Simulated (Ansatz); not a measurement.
Potential energy curve for MgH, doublet.

UKS-PBE = unrestricted PBE/cc-pVTZ (Ansatz, an electronic-structure program); UKS-PBE0 = unrestricted PBE0/cc-pVTZ in Ansatz; FCI = Ansatz with full CI/cc-pVTZ, frozen core.

Energies relative to the lowest point of each curve near equilibrium, in eV; the last columns give the error against full CI:

| R / Å | UKS-PBE | UKS-PBE0 | FCI | UKS-PBE − FCI | UKS-PBE0 − FCI |
|---|---|---|---|---|---|
| 1.33 | 1.187 | 1.167 | 1.204 | -0.017 | -0.036 |
| 1.38 | 0.859 | 0.839 | 0.865 | -0.005 | -0.025 |
| 1.49 | 0.368 | 0.350 | 0.360 | 0.008 | -0.010 |
| 1.57 | 0.161 | 0.147 | 0.151 | 0.009 | -0.004 |
| 1.66 | 0.038 | 0.030 | 0.031 | 0.006 | -0.001 |
| 1.70 | 0.012 | 0.008 | 0.008 | 0.004 | 0.000 |
| 1.74 | 0.000 | 0.000 | 0.000 | 0.000 | 0.000 |
| 1.79 | 0.002 | 0.007 | 0.008 | -0.005 | 0.000 |
| 1.84 | 0.020 | 0.031 | 0.032 | -0.012 | -0.001 |
| 1.91 | 0.066 | 0.085 | 0.088 | -0.022 | -0.003 |
| 1.98 | 0.130 | 0.157 | 0.164 | -0.034 | -0.006 |
| 2.13 | 0.304 | 0.350 | 0.365 | -0.061 | -0.015 |
| 2.40 | 0.650 | 0.725 | 0.758 | -0.108 | -0.033 |
| 2.63 | 0.909 | 0.992 | 1.034 | -0.125 | -0.042 |
| 2.92 | 1.144 | 1.218 | 1.244 | -0.100 | -0.026 |
| 3.16 | 1.266 | 1.322 | 1.322 | -0.056 | 0.000 |
| 3.48 | 1.350 | 1.382 | 1.361 | -0.011 | 0.022 |
| 3.81 | 1.378 | 1.401 | 1.372 | 0.006 | 0.030 |
| 4.22 | 1.386 | 1.408 | 1.375 | 0.012 | 0.033 |
| 4.76 | 1.390 | 1.410 | 1.375 | 0.014 | 0.035 |
| 5.30 | 1.391 | 1.411 | 1.376 | 0.016 | 0.035 |
| 6.00 | 1.393 | 1.412 | 1.376 | 0.017 | 0.036 |
| 6.86 | 1.394 | 1.413 | 1.376 | 0.017 | 0.036 |

UKS-PBE is furthest from FCI at 2.63 (-0.125 eV, below); its mean absolute error over the points is 0.029 eV.

UKS-PBE0 is furthest from FCI at 2.63 (-0.042 eV, below); its mean absolute error over the points is 0.019 eV.
